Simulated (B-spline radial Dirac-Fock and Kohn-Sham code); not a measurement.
ΔSCF core binding energies without Breit or QED terms, calculated with a radial finite-basis atomic code.

A sound run for Nb⁷⁺, configuration [Ar] 3d10 4s2 4p4: The ground state converged in 9 iterations, with total energy -3805.36673 Ha, virial ratio 1.96570 and highest orbital energy -137.92 eV. ΔSCF binding energies: K (1s) 19160.0 eV, M5 (3d5/2) 324.2 eV. Holes are computed only in closed shells, and unreliable hole states are left out.

A second run, with one unsound setting: The ground state converged in 10 iterations, with total energy -2405.50313 Ha, virial ratio 2.46499 and highest orbital energy -110.20 eV. ΔSCF binding energies: K (1s) 5634.6 eV, M5 (3d5/2) 401.2 eV. Holes are computed only in closed shells, and unreliable hole states are left out.

```
iter   energy (Ha)        error
   1    -2374.17417683  3.74e+00
   2    -2400.27877202  1.07e+00
   3    -2404.99390605  3.21e-01
   4    -2405.45548154  9.20e-02
   5    -2405.49572022  4.00e-02
   6    -2405.50311952  1.26e-03
   7    -2405.50312703  1.17e-04
   8    -2405.50312712  1.29e-05
   9    -2405.50312712  6.68e-07
  10    -2405.50312712  1.54e-08
```

**Question.** Which fault fits the second run best?
A. too few iterations
B. unbound anion
C. overfilled shell
D. nuclear radius in wrong units

**Answer.** D. The input had radius_factor = 1000.0: radius_factor inflates the nucleus far beyond its size, which weakens the binding of the inner electrons.
